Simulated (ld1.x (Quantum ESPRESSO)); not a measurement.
**Pseudopotential generation for Cu (Z = 29): PAW, PBE, scalar-relativistic.**

* Element: Cu (Z = 29)
* Generator: ld1.x (Quantum ESPRESSO) 7.5
* Type: PAW
* Functional: PBE
* Relativity: scalar-relativistic
* Frozen core: [Ar]
* Valence charge: 11
* Reference configuration: 3d10 4s0.5 4p0.5
* Partial waves: 4s (bound): rcut 1.85, rcutus 2.55 bohr; 4s channel at 1 Ry: rcut 1.85, rcutus 2.55 bohr; 4p (bound): rcut 3.10, rcutus 3.95 bohr; 4p channel at 3.3 Ry: rcut 3.10, rcutus 3.95 bohr; 3d (bound): rcut 0.75, rcutus 0.85 bohr; 3d channel at 1 Ry: rcut 0.75, rcutus 0.85 bohr
* Local potential: all-electron potential smoothed inside 1.30 bohr (lloc = -1)
* Core correction: Bessel-smoothed model core inside 0.40 bohr
* Augmentation charge: BESSEL, radius 0.70 bohr

All-electron outer shells of the reference configuration (PBE, scalar-relativistic, ld1.x):

```tsv
shell	level (eV)	outermost node (bohr)	outermost maximum (bohr)
3s	-115.85	0.29	0.61
3p	-73.30	0.26	0.62
3d	-6.18	–	0.60
4s	-5.42	0.89	2.24
4p	-1.27	0.97	3.47
```

What the tests gave:

```json
{
 "Cutoffs needed": "200 Ry and over 300 Ry (the cutoffs (Ry, on a coarse ladder) from which the occupation-weighted sum of valence levels, in a spherical-Bessel basis at the reference potential, stays within 10 and 1 mRy of its value at 400 Ry)",
 "Ghost test": "ghost state, extra bound levels that the all-electron valence spectrum of the same l lacks: s at -28.5 eV; a true bound ghost makes a file unfit for plane-wave use (spherical-Bessel basis up to 400 Ry, 20 bohr box)",
 "Largest excitation error": "-56 meV (all-electron minus pseudo) for 3d9 4s1 4p0, out of 7 test configurations",
 "Lowest eigenvalue of the overlap operator": "0.20 (s channel)"
}
```

Generation and tests took about 1.6 s on one core of a shared server CPU.
